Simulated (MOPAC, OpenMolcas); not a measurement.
**GaNH2F2 (SMILES [NH2][Ga]([F])[F]): methods side by side**

The species is GaNH2F2 (6 atoms), meant as a singlet with charge 0. As SMILES, `[NH2][Ga]([F])[F]`. Geometry: relaxed at PBE0-D4/def2-TZVP.

Each level gives the dipole moment (D). The values are calculated.

| level | kind | program | value (D) | CPU time |
| --- | --- | --- | --- | --- |
| PM6 | semi-empirical | MOPAC | 3.78 | under 2 s |
| HF/cc-pVDZ | Hartree–Fock | OpenMolcas | 3.55 | 12 s |
| SVWN5/cc-pVDZ | LDA | OpenMolcas | 3.42 | 31 s |
| PBE/cc-pVDZ | GGA | OpenMolcas | 3.30 | 44 s |
| r2SCAN/cc-pVDZ | meta-GGA | OpenMolcas | 3.39 | 59 s |
| B3LYP/cc-pVDZ | global hybrid | OpenMolcas | 3.38 | 45 s |

All-electron rows without a relativistic Hamiltonian named are non-relativistic. The values span 3.30 to 3.78 D. Magnitudes only. Times are those of the runs behind each value, whatever else they computed, on shared processors of several kinds: orders of magnitude only.
